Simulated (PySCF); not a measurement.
Ranking problems on computed properties.

All species are isolated and taken at one optimised geometry, non-relativistic unless stated. Electronic properties by PySCF.

The conformers computed, where there is a choice (atom-mapped SMILES and torsion angles):
- `[CH3:1][NH:2][Si@H:3]([F:4])[NH:5][SiH2:6][CH2:7][F:8]`: C1–N2–Si3–F4 -59°, N2–Si3–N5–Si6 113°, Si3–N5–Si6–C7 171°, N5–Si6–C7–F8 49°
- `[CH3:1][N:2]([CH3:3])[Si@H:4]1[SiH2:5][C@H:6]([CH3:7])[SiH2:8]1`: C1–N2–Si4–Si5 -54°
- `[CH3:1][O:2][SiH2:3][CH2:4][CH2:5][N:6]([CH3:7])[CH3:8]`: C1–O2–Si3–C4 -61°, O2–Si3–C4–C5 175°, Si3–C4–C5–N6 38°, C4–C5–N6–C7 78°
- `[O:1]=[C:2]([OH:3])[C:4]1=[CH:5][Si@@H:6]([NH:7][SiH3:8])[CH:9]=[CH:10]1`: O1–C2–C4–C5 179°, C5–Si6–N7–Si8 -170°, H–O3–C2–O1 0°
- `[CH2:1]=[N:2][SiH2:3][C@@H:4]([CH3:5])[SiH2:6][CH2:7][SiH3:8]`: C1–N2–Si3–C4 115°, N2–Si3–C4–C5 -83°, Si3–C4–Si6–C7 51°, C4–Si6–C7–Si8 58°
- `[CH3:1][O:2][SiH2:3][NH:4][C:5]([CH3:6])([CH3:7])[CH3:8]`: C1–O2–Si3–N4 -63°, O2–Si3–N4–C5 -167°, Si3–N4–C5–C6 83°
- `[CH3:1][Si:2]([SiH3:3])([SiH3:4])[CH2:5][C:6]#[N:7]`: C1–Si2–C5–C6 180°
- `[F:1][C@H:2]1[CH2:3][C@@H:4]([SiH2:5][SiH2:6][PH2:7])[CH2:8]1`: C3–C4–Si5–Si6 -67°, C4–Si5–Si6–P7 -23°, H–P7–Si6–Si5 -160°, H–P7–Si6–Si5 -68°

The conformers of `NCC(F)(F)[SiH2][SiH2]N`, `C[SiH2]CS[Si@H](O)SC` and `F[C@@H]1C[C@@H]([SiH3])[Si@H](P)C1` aren't listed.

Question: Rank by HOMO energy, highest first (PBE0/pcSseg-1 at GFN2-xTB geometries).
A. `[SiH2](CS[Si@H](O)SC)C`
B. `F[C@@H]1C[C@@H]([SiH3])[Si@H](P)C1`
C. `CO[SiH2]CCN(C)C`
D. `CN[Si@H](F)N[SiH2]CF`
E. `NCC(F)(F)[SiH2][SiH2]N`
F. `C[C@H]1[SiH2][Si@@H]([SiH2]1)N(C)C`

Answer: F (-6.06 eV), C (-6.45 eV), A (-6.83 eV), E (-6.94 eV), D (-7.07 eV), B (-7.34 eV).

Q: Give the two extremes of that set in hartree.

A: `F[C@@H]1C[C@@H]([SiH3])[Si@H](P)C1`: -0.270 Eh; `CN(C)[Si@H]1[SiH2][C@H](C)[SiH2]1`: -0.223 Eh.

Question: Rank by HOMO–LUMO gap, highest first (PBE0/pcSseg-1 at GFN2-xTB geometries).
A. `O=C(O)C1=C[Si@@H](N[SiH3])C=C1`
B. `C=N[SiH2][C@@H](C)[SiH2]C[SiH3]`
C. `C[SiH2]CS[Si@H](O)SC`
D. `CO[SiH2]NC(C)(C)C`
E. `NCC(F)(F)[SiH2][SiH2]N`
F. `CN(C)[Si@H]1[SiH2][C@H](C)[SiH2]1`

Answer: D (7.53 eV), C (6.56 eV), E (6.36 eV), B (6.17 eV), F (5.04 eV), A (4.70 eV).

Question: Rank by smallest rotational constant, highest first (GFN2-xTB).
A. `N(C(C)(C)C)[SiH2]OC`
B. `CN(CC[SiH2]OC)C`
C. `OC(=O)C1=C[Si@@H](N[SiH3])C=C1`
D. `C[Si]([SiH3])([SiH3])CC#N`

Answer: D (0.875 GHz), A (0.806 GHz), B (0.729 GHz), C (0.381 GHz).

Q: By how much do the two ends of that ranking differ?

A: By 0.494 GHz, between `C[Si]([SiH3])([SiH3])CC#N` and `O=C(O)C1=C[Si@@H](N[SiH3])C=C1`.

Question: Rank by dipole moment, lowest first (PBE0/pcSseg-1 at GFN2-xTB geometries).
A. `CN[Si@H](F)N[SiH2]CF`
B. `CN(C)[Si@H]1[SiH2][C@H](C)[SiH2]1`
C. `F[C@H]1C[C@@H]([SiH2][SiH2]P)C1`
D. `C=N[SiH2][C@@H](C)[SiH2]C[SiH3]`

Answer: B (1.08 D), A (1.59 D), D (1.89 D), C (2.07 D).

Q: By how much do the two ends of that ranking differ?

A: By 0.99 D, between `F[C@H]1C[C@@H]([SiH2][SiH2]P)C1` and `CN(C)[Si@H]1[SiH2][C@H](C)[SiH2]1`.
